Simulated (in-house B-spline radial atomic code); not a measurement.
Values are calculated unless marked as measured or tabulated.
Correlation energy from the adiabatic connection: −V exp(−r²/w²), V = 7.9, w = 2.86

Two electrons in a singlet, external potential −V exp(−r²/w²), V = 7.9, w = 2.86 (atomic units). Full CI in B-splines (partial waves to l = 8, correlation up to 0.6 % small) with the density held fixed gives W(λ) = <V_ee>_λ − U, and E_c is the integral of W(λ) − W(0) from 0 to 1.

```tsv
λ	W(λ) − W(0) (hartree)
0	0.00000
0.02	-0.00197
0.05	-0.00487
0.12	-0.01147
0.25	-0.02305
0.4	-0.03544
0.6	-0.05047
0.8	-0.06402
1	-0.07627
```

**Question.** Integrate the table by the trapezoid rule.

**Answer.** The strips give -0.00002, -0.00010, -0.00057, -0.00224, -0.00439, -0.00859, -0.01145, -0.01403, which sum to -0.04139 hartree. The direct value, W(1) − W(0) + T_c with T_c = 0.03478, is -0.04149; the curve is convex, so chords lie above it and the trapezoids fall short in size by 0.22 %.

**Question.** Now use only three numbers: W(0) = -0.83252, the initial slope W'(0) = -0.09883 (extrapolated from the first points) and the strong-coupling limit of the point-charge-plus-continuum model, W∞ = -1.1438. What do second-order theory and the interpolation W(λ) = W∞ + (W(0) − W∞)/√(1 + 2χλ) of Seidl, Perdew and Levy give?

**Answer.** Second order keeps the slope alone: E_c = W'(0)/2 = -0.04942, +19 % in size against -0.04149. Matching the slope fixes χ = W'(0)/(W∞ − W(0)) = -0.09883/(-0.31128) = 0.31750. Integrating, with s = √(1 + 2χ) = 1.278668, E_c = −(W(0) − W∞)(s − 1)/(s + 1) = −0.31128 × 0.278668/2.278668 = -0.03807 hartree, -8.2 % in size against the full result. At λ = 1 the formula gives W − W(0) = -0.06784 against -0.07627. Part of the miss can come from the model's W∞.
